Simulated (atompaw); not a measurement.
Cutoff test, Sn, PAW (atompaw)

```json
{
  "Element": "tin",
  "Generator": "atompaw 4.2.0.5",
  "Type": "PAW",
  "Functional": "LDA (PW92)",
  "Relativity": "scalar-relativistic",
  "Frozen core": "[Kr]",
  "Valence charge": "14",
  "Reference configuration": "4d10 5s2 5p1.5 (charge +0.5)",
  "Partial waves": "5s (bound): rc 1.95 bohr; 5s channel at 1.7 Ry: rc 1.95 bohr; 5p (bound): rc 2.25 bohr; 5p channel at 4.25 Ry: rc 2.25 bohr; 4d (bound): rc 1.35 bohr; 4d channel at 0.3 Ry: rc 2.25 bohr",
  "Local potential": "troulliermartins scheme with l = 3 at 0.5 Ry, radius 1.70 bohr",
  "Core correction": "smooth core density matched at 2.05 bohr",
  "Augmentation charge": "sinc compensation charge, radius 2.10 bohr; PAW radius 2.25 bohr; waves and projectors: custom polynom2 7 10 vanderbiltortho"
}
```

The pseudo-atom Hamiltonian at the reference potential is diagonalised in spherical Bessel functions j_l(qr) that vanish at 20 bohr, with q² up to the cutoff. All-electron valence levels (Ry): 5s -1.0528, 5p -0.5177, 4d -2.1834.

Task: How do the lowest levels (Ry) of each channel move with the cutoff, and are there ghosts?

Result:

```tsv
cutoff (Ry)	s #1	s #2	s #3	p #1	p #2	d #1	f #1	f #2	Σ f·Δε (mRy)
8	-5.3155	-0.8977	-0.1427	-0.5165	-0.0741	-0.0702	0.0300	0.1337	21431.8
18	-18.5790	-1.0527	-0.1614	-0.5177	-0.0743	-1.5941	0.0300	0.1335	5881.3
35	-18.8473	-1.0529	-0.1614	-9.1126	-0.5177	-2.1448	0.0300	0.1334	373.9
55	-18.9077	-1.0529	-0.1614	-11.9131	-0.5177	-2.1626	0.0300	0.1334	196.1
90	-18.9104	-1.0529	-0.1614	-12.0651	-0.5177	-2.1668	0.0300	0.1334	153.4
140	-18.9112	-1.0529	-0.1614	-12.0705	-0.5177	-2.1693	0.0300	0.1334	129.1
230	-18.9114	-1.0529	-0.1614	-12.0710	-0.5177	-2.1774	0.0300	0.1334	48.3
400	-18.9114	-1.0529	-0.1614	-12.0710	-0.5177	-2.1822	0.0300	0.1334	0.0
```

Result: ghost states, extra bound levels that the all-electron valence spectrum of the same l lacks: s at -257.3 eV, p at -164.2 eV (a true bound ghost makes a file unfit for plane-wave use); 10 mRy is reached at over 300 Ry and 1 mRy at over 300 Ry.
